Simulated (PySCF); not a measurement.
Mean polarisability (bohr³) of eight silicon and germanium compounds: PBE beside CAM-B3LYP, computed with PySCF for isolated molecules in the bases named; differences from unrounded values. The eight are the first of their class met in an unordered collection, after screening for sound electronic states; none was chosen by its value. Each molecule has one DFT geometry for both levels.

```
molecule                                                  basis  CAM-B3LYP    PBE  difference
----------------------------------------------------  ---------  ---------  -----  ----------
C2H7NOSi2, SMILES CC1[SiH2]O[SiH2]N=1                 def2-TZVP       79.4   85.0         5.6
C3H8O2Si, SMILES C=C[Si@@H](O)OC                      def2-TZVP       66.2   69.5         3.3
CH5FO2Si2, SMILES [Si@H]1(O[SiH2]CO1)F                def2-TZVP       60.0   63.8         3.8
CH6FNOSi2, SMILES F[Si@H]1N[SiH2]CO1                  def2-TZVP       66.4   70.6         4.2
C3H7NOSi, SMILES C1=CO[SiH2]NC1                       def2-TZVP       66.0   69.2         3.2
C₂H₆O₂Si, SMILES O[SiH]1COC1                          def2-TZVP       53.2   56.1         3.0
trisilylamine (H₉NSi₃), SMILES [SiH3]N([SiH3])[SiH3]  def2-TZVP       83.2   87.9         4.7
H11NSi4, SMILES [SiH2]([SiH3])[SiH2]N[SiH3]           def2-TZVP      118.0  124.9         6.9
```

PBE lies below CAM-B3LYP in 0 and above it in 8 of the eight; the mean signed difference is 4.3 and the largest 6.9 bohr³.
